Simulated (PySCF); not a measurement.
BrZn, charge +1.

```xyz
2

Zn     0.0000     0.0000    -1.1805
Br     0.0000     0.0000     1.0119
```
Charge +1, spin multiplicity 1.

Geometry optimised at PBE0-D3(BJ)/def2-TZVP. The multiplicity is an assumed one; other spin states were not compared.

These are B3LYP/pcSseg-2 in PySCF values and carry that method's errors. Non-relativistic, no solvent.

Question: Give the absolute GIAO shielding of each atom: isotropic value and principal components (ppm). (Estimate from the structure and the level; the computed values follow.)

Answer: 
```tsv
atom	σ(iso)	σ11	σ22	σ33	span
Zn1	2386.1	2316.9	2316.9	2524.6	207.7
Br2	1378.9	503.3	503.3	3130.0	2626.6
```
